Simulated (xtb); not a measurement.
dimethylboranyl formate (C₃H₇BO₂), SMILES O(B(C)C)C=O. All values are semi-empirical tight-binding results from xtb (GFN2-xTB unless named), good for trends rather than for accurate numbers. Geometry optimised at GFN2-xTB. The values are those of a single conformer.

Optimised geometry:

Bond lengths (Å): C1–B2 1.581, C1–H7 1.088, C1–H8 1.086, C1–H9 1.088, B2–C3 1.578, B2–O4 1.383, C3–H10 1.089, C3–H11 1.086, C3–H12 1.090, O4–C5 1.325, C5–O6 1.193, C5–H13 1.107. Angles (°): B2–C1–H7 110.9, B2–C1–H8 112.9, B2–C1–H9 110.8, H7–C1–H8 108.1, H7–C1–H9 106.0, H8–C1–H9 107.9, C1–B2–C3 122.4, C1–B2–O4 115.0, C3–B2–O4 122.6, B2–C3–H10 112.0, B2–C3–H11 113.3, B2–C3–H12 109.7, H10–C3–H11 108.4, H10–C3–H12 105.3, H11–C3–H12 107.7, B2–O4–C5 128.0, O4–C5–O6 127.3, O4–C5–H13 109.6, O6–C5–H13 123.0.

Computed properties:
```
Property                                        Value
--------------------------------------  -------------
orbital gap                                   3.89 eV
dipole moment                                  2.09 D
zero-point energy                       62.4 kcal/mol
G − E(el) at 298.15 K (modified RRHO)   41.9 kcal/mol
static polarisability (D4 model)           57.4 bohr³
solvation energy, GFN2-xTB/ALPB(water)  -1.9 kcal/mol
solvation energy, GFN2-xTB/ALPB(thf)    -6.0 kcal/mol
```

Computed IR lines (harmonic; lines under 4 % of the strongest left out, lines within 3 cm⁻¹ merged):
ν (cm⁻¹): 904 (m), 1166 (m), 1201 (vs), 1380 (w), 1789 (s), 2788 (w) (against the strongest line: vs over 80 %, s over 45 %, m over 15 %, w over 4 %, vw less)

### Question
Give the atomic charges and the Wiberg bond orders between heavy atoms. (An estimate is asked for; the answer gives what the named calculation found.)

### Answer
charges (e) C1 -0.20, B2 0.35, C3 -0.20, O4 -0.29, C5 0.34, O6 -0.35, H7 0.06, H8 0.05, H9 0.06, H10 0.05, H11 0.04, H12 0.07, H13 0.02. Bond orders C1–B2 1.03, B2–C3 1.04, B2–O4 1.05, O4–C5 1.14, C5–O6 1.83.
